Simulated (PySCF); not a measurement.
NMR data simulated for an unnamed compound:

1H NMR (400 MHz, computed): δ 7.01 (m, 1H), 5.72 (m, 1H), 2.09 (d, 3H), 1.38 (m, 3H), 1.19 (m, 6H).

13C{1H} NMR (computed): δ 156.5 (CH), 133.0 (CH), 24.0 (CH3), 20.4 (CH3), 7.9 (CH3).

One computed conformer, rapidly exchanging positions averaged, relativity neglected, gas phase. Coordinates at the GFN2-xTB level; shielding tensors at PBE0/pcSseg-1 (GIAO); PySCF 2.14.

δ = σ(ref) − σ, references computed at the same level: 1H (σ = 31.72 ppm), 13C (σ = 186.93 ppm) against TMS.

Problem. Which of these does the molecule contain: an S-methyl group, a non-aromatic C=C double bond, a three-membered ring, a Si–H bond?

Solution. 
- An S-methyl group: no.
- A non-aromatic C=C double bond: yes.
- A three-membered ring: no.
- A Si–H bond: no.

The data belong to SMILES C/C=C/[P@@](C)(=O)P(C)C, C6H14OP2; they needn't prove each group on their own.

Carbon signals by region: 2 in the sp2 and nitrile region (100–160 ppm), 3 below 50 ppm.

Splittings by 31P in the carbon and heteronuclear signals aren't shown, as no couplings were computed. Shifts are as computed. Against solution values, carbons near 30 ppm lie about +3 ppm off and those near 130 ppm about +5 ppm. Of 1211 compounds with measured shifts, 218 miss one by over three times the rms of a fit or turn the order of signals round; such compounds aren't used in these exercises. No couplings were computed; multiplicities are counted from neighbouring protons, with m where these are inequivalent, close in shift, in a saturated or five-membered ring or joined by F or P, and br s for small geminal =CH2 splittings.
